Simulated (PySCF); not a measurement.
Computed shifts of a molecule C3H6OSi, HF/pcSseg-1 in PySCF, GIAO, gas phase, atoms alike by connectivity averaged where their shifts nearly agree, in ppm (number of nuclei): ¹³C: 232.1 (1), 140.6 (1), 140.1 (1). ²⁹Si: -74.2 (1). ¹H: 7.35 (1), 7.16 (1), 6.35 (1), 4.14 (3). References: ¹³C against TMS (σ = 192.6 ppm); ¹⁷O against H2O (σ = 333.0 ppm); ²⁹Si against TMS (σ = 393.8 ppm); ¹H against TMS (σ = 31.99 ppm), references at their B3LYP-D3(BJ)/def2-TZVP geometries, non-relativistic. The structure is a stationary point at ωB97X-D3(BJ)/def2-SVP. Other conformers were not sampled.

Problem. Which structure fits?
A. O=C1C[SiH2]C1
B. [SiH3]C1=CCO1
C. C=CC(=O)[SiH3]
D. C#C[Si@@H](C)O

Solution. C, C=CC(=O)[SiH3]
